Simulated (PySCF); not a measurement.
# Hartree-Fock beside MP2: F2HOSi anion

These are calculations, not measurements. The program is PySCF 2.14.0, an open-source quantum chemistry code, run on an isolated molecule that a program drew, which may never have been made. The molecule is F2HOSi anion (charge -1, singlet), drawn as the SMILES string `O[Si-](F)F`.

The geometry was optimised and harmonic frequencies were computed with HF and MP2, all in the aug-cc-pV(D+d)Z basis, for the commonest isotopes, with a restricted reference for singlets and an unrestricted one otherwise, and a frozen core in MP2. Each result is a local minimum of its method.

Geometry at the HF minimum:
```xyz
5
F2HOSi anion, angstrom
O    -0.9227   -0.6030    1.2781
Si    0.0038    0.0013   -0.0329
F     0.4102    1.4883    0.6486
F    -1.2729    0.6292   -0.9367
H    -1.5449    0.0354    1.5927
```

Lengths of the bonds as drawn, in Å (atoms numbered as above):
```
  bond     HF    MP2
O1-Si2  1.715  1.755
Si2-F3  1.686  1.727
Si2-F4  1.686  1.727
 O1-H5  0.945  0.971
```

Rotational constants, in GHz:
| constant | HF | MP2 |
|---|---|---|
| A | 6.922 | 6.598 |
| B | 6.837 | 6.519 |
| C | 4.338 | 4.125 |

Harmonic frequencies in cm^-1, each column in rising order, so a row needn't be the same motion in every method:
| rank | HF | MP2 |
|---|---|---|
| 1 | 182 | 148 |
| 2 | 307 | 275 |
| 3 | 396 | 353 |
| 4 | 399 | 360 |
| 5 | 684 | 626 |
| 6 | 699 | 640 |
| 7 | 749 | ? |
| 8 | 964 | 898 |
| 9 | 4134 | 3778 |

**Estimate the missing MP2 frequency from the HF column.**

A single factor s that minimises the squared misfit of MP2 against s times HF over the other rows is sum(HF x MP2) / sum(HF^2) = 0.9143, with an rms misfit of 10 cm^-1. For rank 7 it gives 0.9143 x 749 = 685 cm^-1. The calculation gives 677 cm^-1, 8 cm^-1 below the estimate. The drawn bonds are on average 2.5 % longer in MP2 than in HF.
